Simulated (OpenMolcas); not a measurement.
## Sn: Slater's ratio, the spin-orbit constant, thermal populations, worked from levels

* Program: OpenMolcas 26.06
* Basis: ANO-RCC-VTZP [7s6p4d2f1g]
* Scalar Hamiltonian: DKH2, point nucleus
* Active space: 4 electrons in 9 orbitals (RAS2 5s 5p; RAS3 5d, at most 2 electrons)
* State averaging: 2S+1 = 3 even, 3 roots; 2S+1 = 1 even, 6 roots; 2S+1 = 5 odd, 1 root; 2S+1 = 3 odd, 8 roots; 2S+1 = 1 odd, 5 roots (0 in the spin-orbit step)
* Spin-orbit coupling: RASSI with atomic mean-field integrals over the reference wave functions, term energies averaged over their components

Methods: RASSCF; SS-RASPT2, IPEA 0.25 Eh, imaginary shift 0.1 Eh (closed shells correlated: 4d). Measured levels: NIST Handbook of Basic Atomic Spectroscopic Data.

**Slater's ratio.** With one set of orbitals, p2 has ¹D - ³P = 6 F2 and ¹S - ¹D = 9 F2 (F2 = F²/25), a ratio of 3/2. Term energies are centres of gravity, weighted by 2J + 1.

| Source | ¹D - ³P | ¹S - ³P | F2 from the first | Ratio |
| --- | --- | --- | --- | --- |
| RASSCF | 8073 | 17704 | 1346 | 1.193 |
| SS-RASPT2 | 6787 | 15590 | 1131 | 1.297 |
| measured | 6145 | 14694 | 1024 | 1.391 |

Energies in cm-1. A ratio away from 3/2 shows effects beyond one configuration with one set of orbitals, and in heavier atoms second-order spin-orbit shifts.

**The spin-orbit constant.** For the Hund term ³P of p2, E(J) = (A/2) J(J+1) + constant and ζ = 2S·A = 2A. From J = 0 to J = 2 the energy changes by 3 A.

```
   Source  E(2) - E(0)       A     ζ
   RASSCF       3095.0  1031.7  2063
SS-RASPT2       3077.9  1026.0  2052
 measured       3427.7  1142.6  2285
```

All in cm-1. SS-RASPT2 is off by -10.2 % and RASSCF by -9.7 %. Both methods take the spin-orbit matrix elements from the reference wave functions, so the second can move ζ only through the term energies and any multistate remixing. Second-order mixing with other terms is absorbed into this ζ.

**Thermal populations.** Z = Σ (2J + 1) exp(-E/kT) with k = 0.695035 cm-1/K, over the levels below. No other level of either list lies under 34600 cm-1, which is above 7 kT at each temperature.

| Level | 2J + 1 | SS-RASPT2 | measured |
| --- | --- | --- | --- |
| 5s² 5p² ³P₀ | 1 | 0.0 | 0.0 |
| 5s² 5p² ³P₁ | 3 | 1443 | 1692 |
| 5s² 5p² ³P₂ | 5 | 3080 | 3428 |
| 5s² 5p² ¹D₂ | 5 | 8980 | 8613 |
| 5s² 5p² ¹S₀ | 1 | 17780 | 17162 |

| T (K) | Z, SS-RASPT2 | Z, measured levels | Ground level (%), SS-RASPT2 | Ground level (%), measured levels |
| --- | --- | --- | --- | --- |
| 2000 | 2.616 | 2.323 | 38.2 | 43.0 |
| 3000 | 3.711 | 3.379 | 26.9 | 29.6 |
| 5000 | 5.425 | 5.135 | 18.4 | 19.5 |

At 5000 K, kT = 3475 cm-1, and the computed levels give Z = 1.000 + 1.981 + 2.061 + 0.377 + 0.006 = 5.425.

CASPT2 does not keep the components of a term degenerate, so their means are used; among the terms shown or strongly mixed into the levels shown the widest spread is 11 cm-1 (5s² 5p² ¹D, SS-RASPT2). Some high roots are left out of the spin-orbit mixing, which shifts the levels that they would mix with. Active for correlation alone: 5d; no level in the range computed is led by a configuration that fills it, so any true level of that kind is missing. Measured partners are found by configuration, term and J. A level has none where our copy of the source lacks it or the pairing is in doubt (some pairs that miss far off the trend of their configuration count as doubtful), and it then counts in no deviation. Levels of configurations outside the active space are missing.
